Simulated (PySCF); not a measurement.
# Converging SrCl in the basis (r²SCAN)

PySCF, UKS reference; doublet, unpaired electrons σ ↑; De to Sr + Cl without counterpoise correction.

```json
{"basis": "def2-SVP", "relativity": "scalar-relativistic core potentials", "functions": "41", "Re (Å)": "2.598", "ωe (cm⁻¹)": "314", "De (eV)": "4.69", "μ (D)": "-4.65"}
{"basis": "def2-SVPD", "relativity": "scalar-relativistic core potentials", "functions": "53", "Re (Å)": "2.623", "ωe (cm⁻¹)": "298", "De (eV)": "4.65", "μ (D)": "-5.06"}
{"basis": "x2c-TZVPPall", "relativity": "spin-free X2C", "functions": "121", "Re (Å)": "2.570", "ωe (cm⁻¹)": "305", "De (eV)": "4.67", "μ (D)": "-4.56"}
```

(1) How does each smaller set differ from the one with most functions, x2c-TZVPPall?

A positive dipole means Sr(−)Cl(+). Spin–orbit coupling is left out. The state is the lowest determinant that a PBE0 search found; another state may lie lower at other levels.

## Answers

(1) def2-SVP: +2.8 pm, +3.0 % in ωe, +0.02 eV in De; def2-SVPD: +5.3 pm, -2.3 % in ωe, -0.02 eV in De. All at r²SCAN; the set with most functions is neither the basis-set limit nor always the best. The rows treat relativity differently, so the differences are not basis effects alone.
